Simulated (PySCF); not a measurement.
# Correlation energy of Al (aluminium, neutral)

[Ne] 3s2 3p1, 2P determinant. Calculation: PySCF 2.14, in aug-cc-pVQZ-DK (7s6p4d3f2g, 84 functions); scalar relativity by spin-free X2C-1e. Frozen: [Ne]; 3 electrons correlated.

```json
{"level": "CCSD", "correlation energy (mhartree)": "-51.98"}
{"level": "(T)", "correlation energy (mhartree)": "-1.28"}
{"level": "CCSD(T)", "correlation energy (mhartree)": "-53.26"}
```

Diagnostics: T1 = 0.019, D1 = 0.0420, largest double amplitude 0.054.

Q: Is a single reference adequate?

A: Yes: T1 lies below 0.03 and no double amplitude reaches 0.07.
